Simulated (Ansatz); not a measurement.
The cluster Na2Pb⁻. The state is a doublet with charge -1. Geometry PBE0-D4/def2-TZVPD; atoms count from 1.

```xyz
3

Na    1.333    1.632   -0.070
Na   -2.043   -0.248    0.457
Pb    0.710   -1.384   -0.387
```

In the def2 sets Pb takes a core potential; there is no spin–orbit coupling. The charge -1 doublet is spin-contaminated (final ⟨S²⟩ up to 1.41, 0.75 for a pure state). The highest occupied level of the charge -1 doublet lies above zero (up to 0.00 eV). Its loss leaves the charge 0 triplet, which lies 1.01 eV higher (vertical, at PBE0-D4/def2-TZVPD), but this difference is unsure: the triplet is doubtful (geometry relaxed on an unsound state). The geometry of the doublet was relaxed on an unsound state (⟨S²⟩ 1.41, where a pure state has 0.75). The structure comes from a short search, and lower isomers may exist.

Q: Estimate the Mulliken populations from the PBE0/def2-TZVPD orbitals of Ansatz.

A: 
| atom | charge (e) | spin (α − β) |
| --- | --- | --- |
| Na1 | -0.29 | -0.48 |
| Na2 | -0.29 | -0.48 |
| Pb3 | -0.43 | 1.97 |
Mulliken values and Mayer orders depend strongly on the basis. With diffuse functions, as here, like atoms can get unlike values, and bond orders can come out too low or too high.

Q: Where does the spin sit?

A: Summed by element: Na -0.97, Pb 1.97, of 1 unpaired in all. Largest on single atoms: Pb3 1.97, Na1 -0.48, Na2 -0.48.

Q: And the Mayer bond orders between bonded heavy atoms (over 0.3)?

A: Na1–Na2 0.41 (3.90 Å); Na1–Pb3 0.80 (3.10 Å); Na2–Pb3 0.80 (3.10 Å).
